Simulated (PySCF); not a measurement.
**TDDFT excited states: CH5BO2**

Species: methylboronic acid, CH5BO2.
SMILES: `CB(O)O`

Level of theory: PySCF, TDDFT CAM-B3LYP/def2-SVPD, vertical, gas phase, core orbitals frozen in the response. Isolated species at its PBE0-D3(BJ)/def2-SVP geometry (one conformer only). Torsions of this conformer, `[CH3:1][B:2]([OH:3])[OH:4]`: H–O3–B2–C1 -2°, H–O4–B2–C1 2°.

| state | λ (nm) | E (eV) | f | \|μ\| (D) | symmetry | main configurations (H = HOMO, L = LUMO) |
| --- | --- | --- | --- | --- | --- | --- |
| S1 | 156.6 | 7.92 | 0.049 | 1.28 | A′ | H→L (96%) |
| S2 | 154.6 | 8.02 | 0.0001 | 0.04 | – | H-1→L (90%) |
| S3 | 143.4 | 8.65 | 0.0015 | 0.21 | – | H→L+3 (69%), H→L+5 (10%), H→L+2 (9%) |
| S4 | 140.9 | 8.80 | 0.038 | 1.06 | A′ | H-1→L+1 (58%), H-3→L (31%) |
| S5 | 139.8 | 8.87 | 0.0015 | 0.21 | – | H→L+1 (61%), H-2→L (32%) |
| S6 | 130.1 | 9.53 | 0.014 | 0.63 | A″ | H-2→L (59%), H→L+1 (32%) |
| S7 | 129.0 | 9.61 | 0.142 | 1.97 | A″ | H-1→L+3 (72%), H-1→L+2 (11%) |
| S8 | 127.3 | 9.74 | 0.028 | 0.88 | A′ | H-3→L (55%), H-1→L+1 (24%), H→L+2 (8%) |
| S9 | 126.7 | 9.79 | 0.0096 | 0.51 | A′ | H→L+2 (55%), H-2→L+1 (9%), H→L+5 (8%) |
| S10 | 122.3 | 10.14 | 0.012 | 0.56 | A″ | H-1→L+5 (36%), H-2→L+3 (17%), H-3→L+1 (13%) |

Triplets, Tamm–Dancoff:

| state | E (eV) | λ (nm) | main configurations (H = HOMO, L = LUMO) |
| --- | --- | --- | --- |
| T1 | 7.70 | 161.1 | H→L (92%) |
| T2 | 7.79 | 159.2 | H-1→L (85%) |
| T3 | 8.07 | 153.6 | H→L+3 (72%), H→L+5 (12%), H→L+2 (9%) |
| T4 | 8.23 | 150.7 | H-1→L+3 (68%), H-1→L+5 (10%), H-1→L+4 (9%) |

The lowest singlet comes at 157 nm (764 kJ/mol) in the vacuum ultraviolet; it is of moderate strength; its leading configuration is HOMO→LUMO (96%). The strongest level in the table is S7 at 9.61 eV (129 nm, f = 0.142). Löwdin shares by element: HOMO oxygen 43%, carbon 27%, boron 18%; LUMO boron 49%, oxygen 15%, carbon 9% (atoms not listed hold the other 26%). The oscillator strengths of these states sum to 0.296; summed over the whole spectrum of an exact calculation they would give the number of electrons, 32 (Thomas–Reiche–Kuhn). Of the 10 states listed, 6 reach f = 0.01 and 1 stays under 0.0005. Weighted by f, the mean energy of these states is 9.25 eV. The vertical ionisation energy (ΔSCF) is 11.65 eV, 1.51 eV above S10. Symmetry labels in Cs follow from the direction of the transition dipole and are given only for states with f of 0.002 or more. The window holds the lowest 10 singlets.

Time: 27 s. Hardware: Arm Neoverse V1, one thread, no GPU, on a shared host.
